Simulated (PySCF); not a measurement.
CH4O4, SMILES OC(O)(O)O.

Geometry optimised at B3LYP-D3(BJ)/def2-SVP. One conformer was computed; it need not be the lowest.

Calculation: TDA-CAM-B3LYP/def2-SVPD in PySCF 2.14.0.

Vertical excitations; the highest root listed may be one member of a degenerate set. Gas-phase values at a fixed geometry. State labels are in the subgroup C2.

```json
[
 {"state": "S1", "symmetry": "B", "energy (eV)": "7.99", "λ (nm)": "155", "f": "0.010", "main pairs": "HOMO→LUMO (degenerate set)"},
 {"state": "S2", "symmetry": "B", "energy (eV)": "7.99", "λ (nm)": "155", "f": "0.010", "main pairs": "HOMO−1→LUMO (degenerate set)"},
 {"state": "S3", "symmetry": "A", "energy (eV)": "8.71", "λ (nm)": "142", "f": "0.076", "main pairs": "HOMO−2→LUMO 35 %, HOMO−1→LUMO+1 20 %, HOMO→LUMO+2 20 %, HOMO→LUMO+1 7 %"},
 {"state": "S4", "symmetry": "A", "energy (eV)": "8.71", "λ (nm)": "142", "f": "0.000", "main pairs": "HOMO→LUMO+2 33 %, HOMO−1→LUMO+1 33 %, HOMO−3→LUMO 22 %"},
 {"state": "S5", "symmetry": "A", "energy (eV)": "9.23", "λ (nm)": "134", "f": "0.030", "main pairs": "HOMO−2→LUMO 39 %, HOMO−1→LUMO+1 24 %, HOMO→LUMO+2 24 %"},
 {"state": "S6", "symmetry": "A", "energy (eV)": "9.37", "λ (nm)": "132", "f": "0.000", "main pairs": "HOMO→LUMO+1 42 %, HOMO−1→LUMO+2 42 %"},
 {"state": "S7", "symmetry": "B", "energy (eV)": "9.40", "λ (nm)": "132", "f": "0.006", "main pairs": "HOMO→LUMO+3 (degenerate set)"},
 {"state": "S8", "symmetry": "B", "energy (eV)": "9.40", "λ (nm)": "132", "f": "0.006", "main pairs": "HOMO−1→LUMO+3 (degenerate set)"},
 {"state": "S9", "symmetry": "A", "energy (eV)": "9.62", "λ (nm)": "129", "f": "0.009", "main pairs": "HOMO−1→LUMO+2 38 %, HOMO→LUMO+1 38 %, HOMO−2→LUMO 19 %"},
 {"state": "S10", "symmetry": "A", "energy (eV)": "9.64", "λ (nm)": "129", "f": "0.000", "main pairs": "HOMO−3→LUMO 56 %, HOMO→LUMO+2 11 %, HOMO−1→LUMO+1 11 %"},
 {"state": "T1", "symmetry": "B", "energy (eV)": "7.72", "λ (nm)": "161", "f": "0", "main pairs": "HOMO→LUMO, HOMO−1→LUMO (degenerate set)"},
 {"state": "T2", "symmetry": "B", "energy (eV)": "7.72", "λ (nm)": "161", "f": "0", "main pairs": "HOMO−1→LUMO, HOMO→LUMO (degenerate set)"},
 {"state": "T3", "symmetry": "A", "energy (eV)": "8.29", "λ (nm)": "150", "f": "0", "main pairs": "HOMO−2→LUMO 35 %, HOMO−1→LUMO+1 18 %, HOMO→LUMO+2 18 %, HOMO→LUMO+1 8 %"},
 {"state": "T4", "symmetry": "A", "energy (eV)": "8.34", "λ (nm)": "149", "f": "0", "main pairs": "HOMO→LUMO+2 30 %, HOMO−1→LUMO+1 30 %, HOMO−3→LUMO 24 %, HOMO−2→LUMO+3 5 %"}
]
```
Triplets are in the Tamm–Dancoff approximation.
